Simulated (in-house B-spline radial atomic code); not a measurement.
Inner-shell binding energies (edges) and X-ray emission energies of free atoms and ions, as differences of relaxed hole-state energies with first-order Breit, QED and recoil terms, without correlation or multiplet splittings, in NIST's listed ground configurations. For neutral atoms such line energies lie within some 1 to 5 eV of tabulated X-ray lines (up to 20 eV for the heaviest). K = 1s, L1 = 2s, L2 = 2p1/2, L3 = 2p3/2, M4 = 3d3/2, M5 = 3d5/2. A dash marks a subshell that is part filled or wasn't run, or a line left out. Computed with an all-electron radial atomic-structure program (B-spline basis): Dirac-Hartree-Fock, average of the configuration, finite nuclei.

```
ion  configuration  L1 edge (eV)  M5 edge (eV)  K-L3 (eV)  K-L2 (eV)  L3-M5 (eV)  L2-M4 (eV)
 Ba       [Xe] 6s2       6003.73        789.59    32190.6    31813.7     4466.71     4828.32
 Pr   [Xe] 4f3 6s2       6843.09        933.46    36023.7    35547.4      5033.6     5489.89
 Nd   [Xe] 4f4 6s2       7136.67        982.86    37358.7    36844.8     5230.42     5722.33
 Pm   [Xe] 4f5 6s2             ?             ?          ?          ?           ?           ?
 Sm   [Xe] 4f6 6s2             ?             ?          ?          ?           ?           ?
 Eu   [Xe] 4f7 6s2       8061.25       1136.26      41540    40899.6     5844.49     6456.83
```

Q: Fill in the row of Pm.

A: L1 edge (eV): 7437.46; M5 edge (eV): 1033.1; K-L3 (eV): 38722.7; K-L2 (eV): 38169.2; L3-M5 (eV): 5431.18; L2-M4 (eV): 5960.89.

Q: Fill in the row of Sm.

A: L1 edge (eV): 7745.59; M5 edge (eV): 1084.22; K-L3 (eV): 40116.2; K-L2 (eV): 39520.5; L3-M5 (eV): 5635.87; L2-M4 (eV): 6205.69.
